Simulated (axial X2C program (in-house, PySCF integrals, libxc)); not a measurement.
# Potential curves of AlSe⁺, two-component

All values were computed with an in-house all-electron X2C program for linear molecules (integrals from PySCF). Two-component (2c) means X2C with spin–orbit coupling and atomic mean-field two-electron Coulomb and Gaunt terms. Basis: Se dyall-cv3z [8s9p6d4f1g], Al dyall-v3z [8s8p2d1f] (cores contracted in-house); Gaussian nuclei, density fitting, unrestricted open shells. Masses: Se 79.917 u, Al 26.982 u.

State: Ω = 2 (⟨Sz⟩ = 1.00, ⟨Lz⟩ = 1.00 at HF). Energies in eV from the fragments at the same level (Se + Al+). Fits are polynomials in 1 − R0/R over 0.85 to 1.23 times the lowest point R0.

```
 R (Å)      MP2
2.0402  -0.1491
2.1340  -0.5368
2.2043  -0.6896
2.2747  -0.7565
2.3450  -0.7605
2.4271  -0.7116
2.5092  -0.6323
2.6147  -0.5224
2.7437  -0.4088
2.9313  -0.2958
```

Correlated methods: 8 electrons correlated (number of frozen shells: Se 3 s, 2 p, 1 d; Al 2 s, 1 p), 186 virtual spin orbitals or spinors in MP2.

Occupations by symmetry block were frozen at the best pattern of an incomplete PBE0 search. Dissociation energies refer to the lowest single-determinant-based atoms at the same level and basis. Other states lie close and PBE0, whose exact exchange favours high spin, may order them wrongly; the determinant shown need not be the ground state. The nearest other 2c determinant of the search, Ω = 1, lies 0.12 eV up at the distance of the search. With several unpaired electrons one determinant need not be a pure state. Open-shell Ω = 0 determinants with evenly filled partner blocks cannot be reached by this program, so the Ω shown need not be the lowest component. MP2 and coupled cluster on one determinant become unreliable at the stretched end.

Fit the MP2 curve near its minimum: give the equilibrium distance, the harmonic wavenumber and the well depth.

At MP2, 2c: Re = 2.314 Å, ωe ≈ 376 cm⁻¹, De = 0.77 eV to Se + Al+; Be follows as 0.156 cm⁻¹.
